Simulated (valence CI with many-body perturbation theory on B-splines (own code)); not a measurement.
Ba16+: magnetic and hyperfine properties of the levels

Computed by relativistic CI+MBPT: four valence electrons over a frozen Dirac-Fock core [Kr], a basis of 7 s, 7 p, 8 d, 6 f, 4 g, 1 h functions for each j, with the one-electron correlation potential Σ1 (screened to all orders), the two-electron term Σ2, the three-electron term Σ3, Breit, model QED; selected single and double excitations, second order for the rest, scaled by the run's own slope (own B-spline code, finite nucleus).

No measured levels were compared; by estimate terms of the open shell hold to 2 to 4 % of their energy, and close levels can change places. Excitations out of the core, of the other parity, are not computed and may begin above about 69.7 eV (a cautious bound); beyond it only levels of the ground parity were kept, without lifetimes.

A/g_I is the dipole constant over the nuclear g factor μ/I (μ in nuclear magnetons, uniformly magnetised nucleus), B/Q the quadrupole constant per barn. Both hold the static response of the core; the bare values leave it out. Large factors of s and p1/2 electrons are usually good to 5 to 10 %; those of open d and f shells near neutrality can be off by tens of per cent, and small factors of p3/2, d and f electrons come from cancelling terms and can be off by a factor of two or in sign, in half-filled shells by more. B is blank for J = 1/2, where it vanishes, and for nearly pure S terms. Energies count from the lowest level. Levels with J = 0 are left out.

Names give the largest LS component (configuration and term), which can be under half, so a name can repeat, a term be missing and a line seem to break the LS rules; names also repeat where a configuration has a term twice. Letters in brackets count levels of one name in rising energy.

```tsv
Level	E (cm⁻¹)	g	A/g_I (MHz)	A/g_I bare	B/Q (MHz/b)	B/Q bare
4d⁴ ⁵D_1	11714	1.498	-446	63.5	1660	1570
4d⁴ ⁵D_2	21229	1.466	763	1230	1410	1320
4d⁴ ⁵D_3	28241	1.438	1650	2090	-705	-679
4d⁴ ⁵D_4	32122	1.346	2610	2940	-3420	-3260
4d⁴ ³H_4	48587	1.009	3570	3500	890	829
4d⁴ ³G_3	57127	0.903	4000	3800	852	804
4d⁴ ³F_2 [a]	59755	0.850	3670	3410	2120	2010
4d⁴ ³H_5	60422	1.074	3470	3470	3450	3250
4d⁴ ³P_1 [a]	62762	1.342	2570	2890	-224	-224
4d⁴ ³H_6	65571	1.116	3510	3570	3560	3350
4d⁴ ³G_4	71590	1.027	3890	3840	-2020	-1900
4d⁴ ³D_2	74156	1.215	2730	2900	607	566
4d⁴ ³D_3	76807	1.181	3360	3490	1330	1260
4d⁴ ³F_4 [a]	77385	1.155	2710	2810	604	571
4d⁴ ³F_3 [a]	84607	1.090	2570	2600	317	307
4d⁴ ³G_5	89737	1.157	2900	3000	-2260	-2140
4d⁴ ³P_2 [a]	90549	1.147	4060	4150	916	858
4d⁴ ³D_1	93432	0.677	5000	4530	1270	1200
4d⁴ ¹I_6	93940	1.048	3520	3500	4950	4690
4d⁴ ¹G_4 [a]	104320	1.096	2920	2950	2680	2540
4d⁴ ³P_2 [b]	106930	1.212	2830	3000	48.7	41.8
4d⁴ ¹F_3	112020	1.064	3340	3330	3590	3410
4d⁴ ³P_2 [c]	118930	1.164	3100	3210	2040	1940
4d⁴ ³F_4 [b]	128760	1.154	2520	2620	-359	-335
4d⁴ ³F_3 [b]	132950	1.068	3660	3650	4870	4590
4d⁴ ³F_2 [b]	132970	0.938	4150	3990	2640	2490
4d⁴ ³P_1 [b]	134450	1.480	193	682	-1750	-1640
4d⁴ ¹G_4 [b]	141540	1.055	3700	3680	2770	2620
4d⁴ ¹D_2	170410	0.999	3460	3380	-5120	-4840
4d³5s ⁵F_1	1053500	0.096	-16400	-15600	-1170	-1110
```

(1) Take the isotope of mass number 137, with I = 3/2, μ = 0.9375 μN and Q = 0.236 b. What is the hyperfine structure of 4d⁴ ³F_2 [a]?

Results:

(1) From the table A = 2290 MHz, B = 501 MHz. Shifts from the centre of gravity in MHz: F = 1/2: -9870, F = 3/2: -6870, F = 5/2: -1460, F = 7/2: 7000.
